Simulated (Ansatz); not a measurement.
Reaction (redistribution): `O[Si]1(Cl)CO1` + `CO[SiH2][SnH3]` → `O[Si]1([SnH3])CO1` + `CO[SiH2]Cl`

Isolated molecules relaxed with PBE0-D4/def2-TZVP in Ansatz; ΔE leaves out vibrations. CCSD(T)/CBS adds triple-zeta CCSD(T) − MP2 to the extrapolated MP2 energy (def2 sets, frozen cores). DFT in def2-TZVPP. def2 core potentials past Kr. For Sn outer-core shells are correlated without core-valence functions, which leaves a few kJ/mol of doubt a bond. One conformer a species, not always the lowest.

`O[Si]1(Cl)CO1`:

Z-matrix (Å, degrees):
```
Si
Cl 1 2.016
C 1 1.788 2 122.4
O 1 1.620 2 106.0 3 159.3
O 1 1.631 2 119.1 3 -61.9
H 3 1.087 1 122.5 2 -6.6
H 3 1.088 1 123.2 2 159.5
H 4 0.960 1 116.6 2 168.4
```

`CO[SiH2][SnH3]`:

Cartesian coordinates in Å:
```
C -2.002 0.255 -0.234
O -1.280 -0.068 0.931
Si 0.292 0.367 1.154
Sn 1.843 -0.645 -0.637
H -2.059 1.339 -0.384
H -1.551 -0.196 -1.126
H -3.016 -0.134 -0.125
H 0.663 -0.125 2.503
H 0.434 1.853 1.116
H 1.435 -0.112 -2.210
H 1.779 -2.352 -0.642
H 3.463 -0.181 -0.347
```

`O[Si]1([SnH3])CO1`:

```xyz
11

O    -1.058   -1.261   -1.373
Si   -0.106   -0.605   -0.214
Sn   -0.529    1.874    0.229
C     1.405   -1.474    0.233
O     0.222   -1.508    1.134
H    -1.940   -0.908   -1.497
H     0.539    2.419    1.437
H    -0.289    2.792   -1.189
H    -2.138    2.119    0.746
H     2.270   -0.996    0.688
H     1.625   -2.451   -0.194
```

`CO[SiH2]Cl`:

Cartesian coordinates in Å:
```
C -0.685 0.005 -1.201
O 0.562 -0.166 -0.560
Si 0.777 -0.146 1.052
Cl 0.264 1.683 1.842
H -0.553 -0.219 -2.260
H -1.039 1.035 -1.097
H -1.442 -0.672 -0.790
H 2.213 -0.379 1.292
H -0.096 -1.140 1.721
```

**Question.** Is it downhill or uphill in electronic energy at CCSD(T)/CBS, and by how much? (Estimate.)

**Answer.** Ansatz gave: Downhill: ΔE = -14.0 kJ/mol.

**Question.** What do these levels give: PBE-D4, r2SCAN-D4, B2PLYP, r2SCAN, HF/def2-TZVPP, CCSD/def2-TZVPP? (Estimate.)

**Answer.** Computed: PBE-D4 -14.9, r2SCAN-D4 -12.8, B2PLYP -14.6, r2SCAN -13.0, HF/def2-TZVPP -11.6, CCSD/def2-TZVPP -11.7 kJ/mol.

Largest T1 diagnostic among the species: 0.014.
